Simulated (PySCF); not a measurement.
C4H11NSi, SMILES C/C(=C/[SiH3])CN. Atoms are numbered in the order given.

```xyz
17

C     -0.7918    -2.2864     0.8553
C     -0.3763    -0.9185     0.3859
C      0.7737    -0.6742    -0.2684
Si     1.4772     0.9893    -0.8037
C     -1.3430     0.1937     0.7390
N     -1.1044     1.3826    -0.0630
H     -0.0263    -3.0443     0.6381
H     -1.7376    -2.5986     0.3771
H     -0.9806    -2.2884     1.9441
H      1.4173    -1.5425    -0.4615
H      1.6295     1.9996     0.2833
H      2.8854     0.6576    -1.2242
H      0.8609     1.5987    -2.0196
H     -2.3819    -0.1916     0.6709
H     -1.1972     0.4511     1.8045
H     -1.4443     2.2311     0.3849
H     -1.5507     1.3114    -0.9763
```

Coordinates come from a B3LYP-D3(BJ)/def2-SVP optimisation. The structure was generated by enumeration; whether it is a known compound was not checked. Other conformers were not sampled.

Computed with PySCF with PBE0/pcSseg-1.

GIAO shieldings, no solvent; atoms listed in one row are averaged. δ = σ(ref) − σ: ¹³C against TMS (σ = 186.3 ppm); ²⁹Si against TMS (σ = 352.7 ppm); ¹⁵N against NH3 (σ = 267.4 ppm); ¹H against TMS (σ = 31.56 ppm), references at their B3LYP-D3(BJ)/def2-TZVP geometries, non-relativistic.

Computed chemical shifts:
```json
[
 {"nucleus": "¹³C", "atoms": "C2", "count": "1", "δ (ppm)": "166.1"},
 {"nucleus": "¹³C", "atoms": "C3", "count": "1", "δ (ppm)": "126.0"},
 {"nucleus": "¹³C", "atoms": "C5", "count": "1", "δ (ppm)": "53.1"},
 {"nucleus": "¹³C", "atoms": "C1", "count": "1", "δ (ppm)": "28.7"},
 {"nucleus": "²⁹Si", "atoms": "Si4", "count": "1", "δ (ppm)": "-90.3"},
 {"nucleus": "¹⁵N", "atoms": "N6", "count": "1", "δ (ppm)": "51.4"},
 {"nucleus": "¹H", "atoms": "H10", "count": "1", "δ (ppm)": "6.03"},
 {"nucleus": "¹H", "atoms": "H11, H12, H13", "count": "3", "δ (ppm)": "4.61"},
 {"nucleus": "¹H", "atoms": "H14, H15", "count": "2", "δ (ppm)": "3.61"},
 {"nucleus": "¹H", "atoms": "H7, H8, H9", "count": "3", "δ (ppm)": "2.09"},
 {"nucleus": "¹H", "atoms": "H16", "count": "1", "δ (ppm)": "1.38"},
 {"nucleus": "¹H", "atoms": "H17", "count": "1", "δ (ppm)": "0.66"}
]
```
